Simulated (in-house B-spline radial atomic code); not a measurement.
Values are calculated unless marked as measured or tabulated.
Extrapolating the RPA correlation energy in partial waves: Re⁷⁺

All-electron RPA on Hartree-Fock orbitals from an all-electron radial atomic-structure program (B-spline basis), scalar-relativistic (spin-free one-electron X2C), finite nucleus, configuration [Xe] 4f14. Without the two-electron picture change, the correlation of inner shells comes somewhat too large for so heavy an element. With empty states up to angular momentum L the sums are:

```csv
L,E_c(L) (hartree)
5,-5.129705
6,-5.443963
7,-5.613546
```

For large l each further wave adds A/(l + 1/2)⁴, because the basis must build the cusp where two electrons meet.

Q: Estimate the limit from L = 6 and L = 7.

A: Wave 7 adds -0.169583, against a sum of (l + 1/2)⁻⁴ of 3.16049e-04, so A = -536.57. The sum over l > 7 is ζ(4, 8.5) = 6.4602e-04, close to 1/(3 × 8³) = 6.5104e-04. The tail is -0.346638 and the limit -5.96018 hartree.

Q: How good is the estimate?

A: A run to L = 11 sums to -5.82792 and extrapolates to -5.90574 hartree, 8.11 millihartree from the run before, so it has not settled and is itself too deep. The estimate differs from that by -54.44 millihartree, while the bare sum at L = 7 misses 292.2 millihartree (4.9 %).
